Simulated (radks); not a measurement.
Results of a calculation; reference values are marked as such.
Question: Ionisation of the antimony ion Sb+, [Kr] 4d10 5s2 5p2, to Sb2+, [Kr] 4d10 5s2 5p1, under several functionals. Dirac Kohn-Sham, spin-unpolarised, spherical densities, point nucleus; open shells are shared between the two j in proportion to 2j + 1; a radial shooting solver on a logarithmic mesh with Libxc functionals. The NIST Atomic Spectra Database gives 16.63 eV (measured). Rank these functionals by the error of their Delta-SCF ionisation energy: OLYP; exchange-only PBE; XLYP; BLYP; PW91; Wu-Cohen GGA.

Answer: From best to worst: PW91 16.068 eV (-0.558); Wu-Cohen GGA 16.059 eV (-0.567); XLYP 15.955 eV (-0.671); BLYP 15.934 eV (-0.692); OLYP 15.729 eV (-0.897); exchange-only PBE 15.149 eV (-1.477). Spin polarisation and multiplet splitting are left out, so open shells lie too high by an amount that depends on their filling. Sharing an open shell by 2j + 1 raises it above the true ground level by a part of the spin-orbit splitting, which enters the differences from NIST.

Beside tabulated values, note that spin-unpolarised runs miss the spin-polarisation part of the exchange energy of open shells.
